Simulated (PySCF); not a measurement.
## Cost of excited-state runs on `InChI=1S/C10H8O/c11-10-7-3-5-8-4-1-2-6-9(8)10/h1-7,11H`

Molfile (atoms numbered from 1):
```
C10H8O
     RDKit          3D

 19 20  0  0  0  0  0  0  0  0999 V2000
    2.0111    1.9394   -0.7487 O   0  0  0  0  0  0  0  0  0  0  0  0
    1.5083    0.7117   -0.4509 C   0  0  0  0  0  0  0  0  0  0  0  0
    2.3757   -0.3548   -0.4879 C   0  0  0  0  0  0  0  0  0  0  0  0
    1.9315   -1.6472   -0.1960 C   0  0  0  0  0  0  0  0  0  0  0  0
    0.6245   -1.8740    0.1341 C   0  0  0  0  0  0  0  0  0  0  0  0
   -0.2945   -0.8072    0.1859 C   0  0  0  0  0  0  0  0  0  0  0  0
   -1.6470   -1.0178    0.5288 C   0  0  0  0  0  0  0  0  0  0  0  0
   -2.5338    0.0196    0.5768 C   0  0  0  0  0  0  0  0  0  0  0  0
   -2.1067    1.3218    0.2813 C   0  0  0  0  0  0  0  0  0  0  0  0
   -0.8029    1.5622   -0.0522 C   0  0  0  0  0  0  0  0  0  0  0  0
    0.1411    0.5137   -0.1104 C   0  0  0  0  0  0  0  0  0  0  0  0
    1.3179    2.6070   -0.6910 H   0  0  0  0  0  0  0  0  0  0  0  0
    3.4062   -0.1704   -0.7468 H   0  0  0  0  0  0  0  0  0  0  0  0
    2.6365   -2.4641   -0.2340 H   0  0  0  0  0  0  0  0  0  0  0  0
    0.2768   -2.8709    0.3600 H   0  0  0  0  0  0  0  0  0  0  0  0
   -1.9674   -2.0248    0.7548 H   0  0  0  0  0  0  0  0  0  0  0  0
   -3.5662   -0.1527    0.8422 H   0  0  0  0  0  0  0  0  0  0  0  0
   -2.8146    2.1366    0.3190 H   0  0  0  0  0  0  0  0  0  0  0  0
   -0.5063    2.5809   -0.2725 H   0  0  0  0  0  0  0  0  0  0  0  0
  1  2  1  0
  2  3  2  0
  3  4  1  0
  4  5  2  0
  5  6  1  0
  6  7  2  0
  7  8  1  0
  8  9  2  0
  9 10  1  0
 10 11  2  0
 11  2  1  0
 11  6  1  0
  1 12  1  0
  3 13  1  0
  4 14  1  0
  5 15  1  0
  7 16  1  0
  8 17  1  0
  9 18  1  0
 10 19  1  0
M  END
```

PySCF with density fitting, on 1 thread of an Intel Xeon Platinum 8488C, shared host. Command: `OMP_NUM_THREADS=1 python excited_run.py task.json out`

Task: How long does this run take, and how much memory?
- vibronic structure, B3LYP/def2-SV(P); full response

Result: 
```tsv
run	level	basis functions	wall time	peak memory (GiB)
vibronic structure	B3LYP/def2-SV(P)	170	55 s	0.99
```
Times from a shared host are rough.
